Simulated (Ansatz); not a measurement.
Basis sets compared for ZrGe12⁺. The state is a doublet with charge 1. Geometry PBE-D4/def2-SVP. Ansatz on 2 threads of AMD EPYC 7R13 on a shared host and a share (18 GiB) of an NVIDIA H100 80GB HBM3; times are rough, and most runs start from earlier orbitals.

Cartesian coordinates in Å:
```
Zr 1.2992 0.3462 -0.5975
Ge -0.6876 2.3584 0.4312
Ge 0.9597 1.0503 2.5923
Ge -0.3896 1.6233 -2.4967
Ge 1.7499 2.7053 0.7178
Ge 1.1458 -2.3713 -1.4466
Ge -3.2368 -1.1096 0.4851
Ge 0.9037 -1.7699 1.4902
Ge -1.0176 -2.2355 -0.2554
Ge -1.1028 -0.0461 1.4503
Ge 2.9161 -0.3215 1.5200
Ge -2.1287 0.6858 -1.0218
Ge -0.4112 -0.9154 -2.8688
```

In the def2 sets Zr takes a core potential; there is no spin–orbit coupling. Single mean-field runs in def2-SVP, def2-TZVP are fitted with def2-universal-jkfit. No other spin state of charge 1 was run. Another isomer (doublet) lies 0.12 eV lower at PBE-D4/def2-SVP; other spin states weren't run for this one.

```csv
level,functions,energy (Eh),HOMO (eV),LUMO (eV),wall time
PBE-D4/def2-SVP,415,-24964.4508,-8.53,-8.27,5.5 s
PBE0-D4/def2-SVP,415,-24964.9855,-9.22,-7.84,9 s
```

Question: Estimate the rows for PBE-D4/def2-TZVP (with forces), PBE0-D4/def2-TZVP.

Answer: 
| level | functions | energy (Eh) | HOMO (eV) | LUMO (eV) | wall time |
| --- | --- | --- | --- | --- | --- |
| PBE-D4/def2-TZVP (with forces) | 616 | -24967.6056 | -8.46 | -8.18 | 9 s |
| PBE0-D4/def2-TZVP | 616 | -24968.1386 | -9.13 | -7.72 | 23 s |
